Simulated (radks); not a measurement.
The mean radii <r> (bohr) of the occupied orbitals of an atom or ion are listed with their occupations. Method: scalar-relativistic Kohn-Sham, BLYP, spin-polarised, spherical densities, point nucleus; computed with a radial shooting solver on a logarithmic mesh with Libxc functionals.

orbital  occ.      <r>
1s up       1  0.02232
1s down     1  0.02232
2s up       1  0.09511
2s down     1  0.09510
2p up       3  0.08389
2p down     3  0.08388
3s up       1   0.2497
3s down     1   0.2495
3p up       3   0.2482
3p down     3   0.2479
3d up       5   0.2261
3d down     5   0.2258
4s up       1   0.5662
4s down     1   0.5662
4p up       3   0.5996
4p down     3   0.5998
4d up       5   0.6544
4d down     5   0.6554
5s up       1    1.374
5s down     1    1.397
5p up       3    1.620
5p down     3    1.664
4f up       7   0.9544
6s up       1    4.204
6s down     1    4.341

Name the element and its charge. Open shells, if any, are filled with parallel spins first.

Answer. Z = 63, europium, charge 0: Eu in [Xe] 4f7 6s2. The 1s radius gives Z: for a bare nucleus <r> = (2 gamma + 1)/(2Z) with gamma = sqrt(1 - (Z/c)^2), 0.02203 bohr for Z = 63, and screening makes it slightly larger (0.02232 here). The occupations add up to 63, and the charge is Z minus that.
